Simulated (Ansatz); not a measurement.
The cluster AgPd₃. Charge 0, multiplicity 2. Geometry PBE0-D4/def2-SVP.

```xyz
4

Pd   -0.705   -1.980    0.748
Pd    1.141   -0.551   -0.278
Pd    0.807    1.925   -0.789
Ag   -1.243    0.606    0.318
```

In the def2 sets Ag, Pd take a core potential; there is no spin–orbit coupling. LC-ωPBE has ω = 0.4 bohr⁻¹. Another isomer (doublet) lies 0.96 eV lower at PBE0-D4/def2-TZVP; other spin states weren't run for this one.

Problem. Estimate the α-spin orbital energies around the gap (eV) in Ansatz with PBE-D4/def2-TZVP, r2SCAN-D4/def2-TZVP, PBE0-D4/def2-TZVP, CAM-B3LYP-D4/def2-TZVP, LC-ωPBE/def2-TZVP.

Solution. 
```tsv
orbital	PBE-D4/def2-TZVP	r2SCAN-D4/def2-TZVP	PBE0-D4/def2-TZVP	CAM-B3LYP-D4/def2-TZVP	LC-ωPBE/def2-TZVP
HOMO−9	-5.32	-5.36	-6.43	-7.76	-8.82
HOMO−8	-5.19	-5.21	-6.23	-7.55	-8.64
HOMO−7	-5.15	-5.11	-6.23	-7.50	-8.54
HOMO−6	-5.06	-5.04	-6.14	-7.44	-8.53
HOMO−5	-4.95	-4.95	-6.07	-7.43	-8.51
HOMO−4	-4.93	-4.93	-6.06	-7.37	-8.45
HOMO−3	-4.92	-4.89	-6.05	-7.34	-8.39
HOMO−2	-4.80	-4.77	-5.75	-7.10	-8.16
HOMO−1	-4.69	-4.67	-5.72	-7.05	-8.11
HOMO	-4.59	-4.59	-5.70	-6.82	-7.66
LUMO	-3.74	-3.46	-2.73	-1.87	-0.64
LUMO+1	-3.06	-2.84	-2.23	-1.50	-0.35
LUMO+2	-1.85	-1.46	-0.82	-0.06	0.92
LUMO+3	-1.38	-1.11	-0.68	-0.03	1.03
LUMO+4	-0.72	-0.40	0.09	0.77	1.73
LUMO+5	-0.57	-0.24	0.12	0.80	1.78
β HOMO	-4.47	-4.45	-5.38	-6.61	-7.62
β LUMO	-4.32	-4.04	-3.03	-1.86	-0.63
```
